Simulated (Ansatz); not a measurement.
System: Al2H4, charge 0, multiplicity 1. SMILES: [AlH2][AlH2]
Structure (B3LYP-D3(BJ)/def2-TZVP (Ansatz, a first-principles code) minimum search):
```xyz
6

Al    -0.0012    -0.0150     1.2942
Al     0.0012     0.0150    -1.2942
H      1.3472    -0.0315     2.1375
H     -1.3512    -0.0180     2.1352
H      0.0088     1.3738    -2.1207
H     -0.0047    -1.3244    -2.1520
```
Charge 0, spin multiplicity 1.

HF/6-31G* beside other levels, property by property. Terms: atomisation electronic, to ground-state atoms; six Cartesian d functions in 6-31G* and its kin unless marked 5d; dispersion terms only where a functional's name holds one; UHF or UKS for open shells; non-relativistic; valence correlation only; no spin-orbit coupling; each state is the SCF solution reached for its charge and spin. CBS(X,Y): correlation extrapolated as X^-3; Hartree-Fock from the larger set. The bracket is a focal-point correction in the basis named. Ab initio and DFT rows: single points at B3LYP-D3(BJ) geometries (Ansatz), with unscaled harmonic terms from B3LYP/6-31G* (Ansatz) at its own minima, enthalpies of formation by atomisation with measured atoms. Levels can end on unlike triplets.

Coupled cluster (Ansatz) is a level with limits of its own, used here on species with T1 under 0.025 (0.045 for open shells) and stable references: (a) RI-MP2/CBS(aug-cc-pV(T+d)Z,aug-cc-pV(Q+d)Z)+[CCSD(T)-MP2]/aug-cc-pV(T+d)Z; (b) CCSD(T)/CBS(cc-pV(T+d)Z,cc-pV(Q+d)Z).

```csv
property,HF/6-31G* (Ansatz),PBE/def2-TZVPD (Ansatz),PBE0/def2-TZVPD (Ansatz),wB97M-V/def2-TZVPD (Ansatz),to compare with
atomisation energy (kcal/mol),241.6,302.1,304.4,312.3,315.8 coupled cluster (b)
vertical electron affinity to the doublet (eV),-0.26,0.70,0.61,0.38,0.56 coupled cluster (a)
"vertical triplet-singlet gap, E(triplet) - E(singlet) (eV)",2.92,2.59,2.76,3.17,3.11 coupled cluster (a)
enthalpy of formation at 298 K (kcal/mol),135.2,74.7,72.5,64.5,61.0 coupled cluster (b)
vertical ionisation energy to the doublet (eV),8.34,8.79,8.94,9.08,9.20 coupled cluster (a)
```

As the rows show:
- atomisation energy: HF/6-31G* lies 74.2 kcal/mol below coupled cluster.
- vertical electron affinity to the doublet: HF/6-31G* lies 0.82 eV below coupled cluster.
- vertical triplet-singlet gap, E(triplet) - E(singlet): HF/6-31G* lies 0.19 eV below coupled cluster.
- enthalpy of formation at 298 K: HF/6-31G* lies 74.2 kcal/mol above coupled cluster.
- vertical ionisation energy to the doublet: HF/6-31G* lies 0.86 eV below coupled cluster.

The properties are those with a value to compare with, at most eight drawn at random. No case is left out for the size of its miss. Left out are saddle points of the reference geometry, anions that the best level run finds unbound, excited spin states, species near biochemistry, 298 K rows of species without real B3LYP wavenumbers, cases with under five habitual levels, runs that failed or that the program found above a lower state of the same kind, table entries that another table contradicts, and a share of species set aside by lot.
